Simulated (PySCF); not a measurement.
A GIAO shielding run with PySCF 2.14.0 with density-fitted response routines (density fitting, non-relativistic, gas phase) on 5-hexen-2-one (C=CCCC(C)=O, C₆H₁₀O):

```
$ OMP_NUM_THREADS=1 python probes_run.py task.json out

{"job": {"kind": "nmr", "xc": "PBE0", "basis": "pcSseg-1"}, "charge": 0, "multiplicity": 1}
C     -3.126898    -0.133541     0.405668
C     -2.081574     0.438871    -0.160229
C     -0.823199    -0.277463    -0.529190
C      0.372573     0.280131     0.246892
C      1.671724    -0.407728    -0.118628
C      2.866647     0.064939     0.675669
O      1.749769    -1.255772    -0.968893
H     -3.139576    -1.187366     0.631097
H     -4.014251     0.419370     0.662567
H     -2.092438     1.499863    -0.377451
H     -0.629237    -0.158526    -1.598325
H     -0.920782    -1.344574    -0.325053
H      0.485362     1.349177     0.047241
H      0.207452     0.167523     1.321254
H      2.695440    -0.103688     1.736502
H      3.013526     1.132190     0.524704
H      3.758464    -0.471377     0.362498
```

Hardware: 1 thread of an Arm Neoverse V2, shared host. The job also computes population analyses, field gradients.

Question: How large is the calculation?

Answer: 54 electrons, 169 basis functions and 871 auxiliary functions.

Question: How long does it take, and how much memory does it need?

Answer: 19 s of wall time, with 14 SCF cycles and 5 response iterations; peak memory 0.73 GiB. Times on a shared host scatter by some tens of per cent.
